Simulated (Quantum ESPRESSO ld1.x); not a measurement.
Results of a calculation; reference values are marked as such.
Q: The aim is the mercury ion Hg3+ in [Xe] 4f14 5d9. This ld1.x (Quantum ESPRESSO 7.5) run was made with `OMP_NUM_THREADS=1 ld1.x < ld1.in > ld1.out`. Can the result be used? Name any fault.

```
 &input
    zed=80.0,
    iswitch=1,
    rel=1,
    dft='BLYP',
    config='[Xe] 4f14 5d9 5d9',
    prefix='ld1',
    max_out_wfc=37,
    file_charge='ld1.rho',
 /
```

Output (excerpt):

```
     Program LD1 v.7.5 starts

 %%%%%%%%%%%%%%%%%%%%%%%%%%%%%%%%%%%%%%%%%%%%%%%%%%%%%%%%%%%%%%%%%%%%%%%%%%%%%%
     Error in routine el_config (14):
     wavefunction 5D found too many times
 %%%%%%%%%%%%%%%%%%%%%%%%%%%%%%%%%%%%%%%%%%%%%%%%%%%%%%%%%%%%%%%%%%%%%%%%%%%%%%

     stopping ...
```

A: No (refused). The line at issue: config='[Xe] 4f14 5d9 5d9'. The program stops in el_config with "wavefunction 5D found too many times": a shell may stand twice only as spin up and down (lsd = 1) or as its two j (rel = 2, l > 0), within their capacities. The sound input gives -19621.350 hartree.
